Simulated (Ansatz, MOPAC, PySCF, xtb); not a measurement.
Diatomic CdF+, closed-shell singlet (lowest of 2S+1 = 1, 3 at CCSD(T)/def2-TZVPP on PBE0 minima; our sources give no spin for the ground state, which may be another). No spin–orbit coupling.

The constants come from a fifth-degree fit in 1/R (seven points, main isotopes). In def2 and cc sets the state is the lowest found near the PBE0 minimum, followed along R. The singlet is held restricted.

Correlated levels freeze the inner cores; with def2 sets outer-core shells near the valence are correlated too. CBS: X⁻³ extrapolation of the correlation energy, Hartree–Fock from the larger set. Rows in LANL2DZ carry no dispersion term and start afresh at each structure. LANL2DZ brings its own core potentials from Na on. The state that PM7 reach isn't checked; PM7 holds dispersion and hydrogen-bond terms.

Programs: Ansatz (Gaussian basis) for Hartree–Fock, density functionals and correlated methods; MOPAC for PM7 (differences of heats of formation); PySCF for LANL2DZ rows; xtb for the GFN methods.  In def2 rows elements past Kr take small-core potentials, without spin–orbit coupling.

```csv
level,r_e (Å),ω_e (cm⁻¹),ω_e x_e (cm⁻¹)
PM7,1.833,738,2.4
GFN2-xTB,1.936,347,0.35
BP86/LANL2DZ,1.951,570,3.5
B3LYP/def2-TZVPP,1.914,?,3.1
B2PLYP/def2-TZVPP,1.909,612,3.3
CCSD/def2-QZVPP,1.892,654,3.0
CCSD(T)/def2-TZVPP,1.902,619,3.8
"CCSD(T)/CBS(def2-TZVPP, def2-QZVPP)",?,?,3.3
```

**Question.** Fill in the missing entries.

**Answer.** 
- CCSD(T)/CBS(def2-TZVPP, def2-QZVPP), r_e (Å): 1.898
- CCSD(T)/CBS(def2-TZVPP, def2-QZVPP), ω_e (cm⁻¹): 639
- B3LYP/def2-TZVPP, ω_e (cm⁻¹): 604

Ansatz is a quantum-chemistry and plane-wave program.
